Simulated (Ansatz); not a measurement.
Species: H3BAsO, charge 0, doublet. H3BAsO (SMILES O[B][AsH2], doublet).
B3LYP-D3(BJ)/def2-TZVP minimum from Ansatz (an electronic-structure program):
```xyz
6

B     -1.1320     0.0380     0.7249
As     0.6441    -0.3165    -0.2487
H      1.4165    -0.5232     1.0426
H      1.0582     1.1552    -0.3687
O     -2.0314     0.9917     0.5057
H     -1.8198     1.6871    -0.1363
```
Charge 0, spin multiplicity 2.

Quantity: atomisation energy (electronic, to ground-state atoms), in kcal/mol. Open shells are spin-unrestricted; no spin-orbit coupling. Correlated methods leave the cores frozen (noble-gas shells, and filled d and f shells in the p block). No relativity. CBS(X,Y): correlation extrapolated as X^-3, Hartree-Fock from the larger set. A bracket is a step between two methods taken in the basis named. Double hybrids freeze cores in their MP2 part. For partners of very few electrons the exact lower level stands in for a higher one.

CCSD(T)/CBS(cc-pVTZ,cc-pVQZ) + [CCSDT(Q) - CCSD(T)]/cc-pVDZ (Ansatz) gives 434.1 kcal/mol.

Q: What does PBE/def2-TZVPD (Ansatz) give here, and how do the other levels compare?

A: PBE gives 449.2 kcal/mol, 15.1 kcal/mol above it. Differences of the others: B3LYP/def2-TZVPD (Ansatz) 3.7; PBE0/def2-TZVPD (Ansatz) 2.6; wB97M-V/def2-TZVPD (Ansatz) 3.0; B2PLYP/def2-TZVPD (Ansatz) -3.0; CCSD(T)/CBS(cc-pVTZ,cc-pVQZ) (Ansatz) -0.8 kcal/mol.
